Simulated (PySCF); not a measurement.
Cl₃Sb, charge -1, doublet, at a GFN2-xTB geometry (a state made from the parent by changing its charge; the spin is typed, not shown lowest) (all electrons, no relativity); PySCF with PBE0/3-21G.

Input for PySCF:
```python
from pyscf import gto, scf, dft

mol = gto.M(
    atom='''
Sb   -0.00854345   -0.39662549    0.03006418
Cl   -2.64892774   -0.33781226    0.04450074
Cl    0.04268112    1.98144961   -0.15019373
Cl    2.63187698   -0.45376087    0.01550045
''',
    basis='3-21g',
    charge=-1,
    spin=1,
    verbose=4,
)

mf = dft.UKS(mol)
mf.xc = 'pbe0'
mf.kernel()
mf.analyze()
```

Task: Write the output that PySCF gives for this input, abridged.

Result: 
```
PySCF version 2.14.0

[INPUT] verbose = 4
[INPUT] num. atoms = 4
[INPUT] num. electrons = 103
[INPUT] charge = -1
[INPUT] spin (= nelec alpha-beta = 2S) = 1
[INPUT] symmetry False subgroup None
[INPUT] Mole.unit = angstrom
[INPUT] Symbol           X                Y                Z      unit          X                Y                Z       unit  Magmom
[...]
nuclear repulsion = 654.672911731465
number of shells = 34
number of NR pGTOs = 162
number of NR cGTOs = 70
basis = 3-21g
ecp = {}

******** <class 'pyscf.dft.uks.UKS'> ********
method = UKS
initial guess = minao
damping factor = 0
level_shift factor = 0
DIIS = <class 'pyscf.scf.diis.CDIIS'>
diis_start_cycle = 1
diis_space = 8
diis_damp = 0
SCF conv_tol = 1e-09
SCF conv_tol_grad = None
SCF max_cycles = 50
direct_scf = True
direct_scf_tol = 1e-13
number electrons alpha = 52  beta = 51
XC library pyscf.dft.libxc version 7.1.2
    S. Lehtola, C. Steigemann, M. J. T. Oliveira, and M. A. L. Marques,  SoftwareX 7, 1–5 (2018)
XC functionals = pbe0
    C. Adamo and V. Barone,  J. Chem. Phys. 110, 6158 (1999)
    M. Ernzerhof and G. E. Scuseria,  J. Chem. Phys. 110, 5029 (1999)
radial grids:
    Treutler-Ahlrichs [JCP 102, 346 (1995); DOI:10.1063/1.469408] (M4) radial grids

becke partition: Becke, JCP 88, 2547 (1988); DOI:10.1063/1.454033
pruning grids: <function nwchem_prune>
grids dens level: 3
symmetrized grids: False
atomic radii adjust function: <function treutler_atomic_radii_adjust>
small_rho_cutoff = 0
Set gradient conv threshold to 3.16228e-05
tot grids = 78600
init E= -7646.28363770843

cycle= 1 E= -7661.50182393493  delta_E= -15.2  |g|= 0.331  |ddm|= 1.69
cycle= 2 E= -7661.45571401972  delta_E= 0.0461  |g|= 0.415  |ddm|= 1.11
cycle= 3 E= -7661.576286326  delta_E= -0.121  |g|= 0.0231  |ddm|= 0.682
cycle= 4 E= -7661.57685882376  delta_E= -0.000572  |g|= 0.00564  |ddm|= 0.0864
cycle= 5 E= -7661.57689779714  delta_E= -3.9e-05  |g|= 0.00152  |ddm|= 0.0174
cycle= 6 E= -7661.57689967648  delta_E= -1.88e-06  |g|= 0.000499  |ddm|= 0.00304
cycle= 7 E= -7661.57690006906  delta_E= -3.93e-07  |g|= 8.49e-05  |ddm|= 0.00171
cycle= 8 E= -7661.57690008221  delta_E= -1.32e-08  |g|= 1.52e-05  |ddm|= 0.000333
cycle= 9 E= -7661.57690008268  delta_E= -4.64e-10  |g|= 5.4e-06  |ddm|= 6.93e-05
Extra cycle  E= -7661.5769000827  delta_E= -2.36e-11  |g|= 5.49e-06  |ddm|= 2.45e-05
converged SCF energy = -7661.5769000827  <S^2> = 0.75172791  2S+1 = 2.0017272
**** SCF Summaries ****
Total Energy =                       -7661.576900082699467
Nuclear Repulsion Energy =             654.672911731464978
One-electron Energy =               -11889.514587881812986
Two-electron Energy =                 3573.264776067648199
Two-electron Coulomb Energy =         3823.652401324491620
DFT Exchange-Correlation Energy =     -250.387625256843563
**** MO energy ****
                             alpha | beta                alpha | beta
[...]
To work with the spin densities directly, `use mulliken_meta_spin()` only printing them here.

 ** Mulliken spin pop alpha/beta on meta-lowdin orthogonal AOs **
 ** Mulliken Spin Density (per AO)  **
spin_pop of  0 Sb 1s       -0.00000
spin_pop of  0 Sb 2s       -0.00000
spin_pop of  0 Sb 3s       -0.00000
spin_pop of  0 Sb 4s       -0.00000
spin_pop of  0 Sb 5s        0.00481
spin_pop of  0 Sb 6s        0.00086
spin_pop of  0 Sb 2px       0.00000
spin_pop of  0 Sb 2py       0.00000
spin_pop of  0 Sb 2pz       0.00000
spin_pop of  0 Sb 3px       0.00000
spin_pop of  0 Sb 3py       0.00000
spin_pop of  0 Sb 3pz       0.00004
spin_pop of  0 Sb 4px      -0.00000
spin_pop of  0 Sb 4py      -0.00000
spin_pop of  0 Sb 4pz       0.00019
spin_pop of  0 Sb 5px       0.01912
spin_pop of  0 Sb 5py       0.01374
spin_pop of  0 Sb 5pz       0.83564
spin_pop of  0 Sb 6px      -0.00001
spin_pop of  0 Sb 6py       0.00025
spin_pop of  0 Sb 6pz       0.00048
spin_pop of  0 Sb 3dxy     -0.00000
spin_pop of  0 Sb 3dyz      0.00000
spin_pop of  0 Sb 3dz^2     0.00000
spin_pop of  0 Sb 3dxz     -0.00000
spin_pop of  0 Sb 3dx2-y2   -0.00000
spin_pop of  0 Sb 4dxy     -0.00000
spin_pop of  0 Sb 4dyz     -0.00001
spin_pop of  0 Sb 4dz^2    -0.00006
spin_pop of  0 Sb 4dxz     -0.00000
spin_pop of  0 Sb 4dx2-y2   -0.00001
spin_pop of  1 Cl 1s        0.00000
spin_pop of  1 Cl 2s        0.00000
spin_pop of  1 Cl 3s        0.00057
spin_pop of  1 Cl 4s        0.00018
spin_pop of  1 Cl 2px      -0.00000
spin_pop of  1 Cl 2py       0.00000
spin_pop of  1 Cl 2pz       0.00000
spin_pop of  1 Cl 3px      -0.00976
spin_pop of  1 Cl 3py      -0.00126
spin_pop of  1 Cl 3pz       0.05051
spin_pop of  1 Cl 4px       0.00018
spin_pop of  1 Cl 4py      -0.00002
spin_pop of  1 Cl 4pz       0.00012
spin_pop of  2 Cl 1s        0.00000
spin_pop of  2 Cl 2s        0.00000
spin_pop of  2 Cl 3s        0.00125
spin_pop of  2 Cl 4s        0.00013
spin_pop of  2 Cl 2px       0.00000
spin_pop of  2 Cl 2py      -0.00000
spin_pop of  2 Cl 2pz       0.00000
spin_pop of  2 Cl 3px      -0.00050
spin_pop of  2 Cl 3py      -0.01371
spin_pop of  2 Cl 3pz       0.05617
spin_pop of  2 Cl 4px       0.00001
spin_pop of  2 Cl 4py       0.00013
spin_pop of  2 Cl 4pz       0.00044
spin_pop of  3 Cl 1s        0.00000
spin_pop of  3 Cl 2s        0.00000
spin_pop of  3 Cl 3s        0.00057
spin_pop of  3 Cl 4s        0.00018
spin_pop of  3 Cl 2px      -0.00000
spin_pop of  3 Cl 2py       0.00000
spin_pop of  3 Cl 2pz       0.00000
spin_pop of  3 Cl 3px      -0.00979
spin_pop of  3 Cl 3py      -0.00124
spin_pop of  3 Cl 3pz       0.05051
spin_pop of  3 Cl 4px       0.00018
spin_pop of  3 Cl 4py      -0.00003
spin_pop of  3 Cl 4pz       0.00012
 ** Mulliken Spin Density (per atom)  **
spin density of  0 Sb =      0.87505
spin density of  1 Cl =      0.04051
spin density of  2 Cl =      0.04394
spin density of  3 Cl =      0.04050
 ** Mulliken pop alpha/beta on meta-lowdin orthogonal AOs **
 ** Mulliken pop       alpha | beta **
In total            52.00000 | 51.00000
 ** Mulliken atomic charges   ( Nelec_alpha | Nelec_beta ) **
charge of  0Sb =      0.55599  (    25.65953     24.78448 )
charge of  1Cl =     -0.58642  (     8.81346      8.77296 )
charge of  2Cl =     -0.38315  (     8.71355      8.66960 )
charge of  3Cl =     -0.58642  (     8.81346      8.77296 )

WARN: System has nonzero charge -1; the dipole moment is origin-dependent.
Location of origin: [0. 0. 0.]

Dipole moment(X, Y, Z, Debye): -0.03691, -1.71581,  0.13006
```
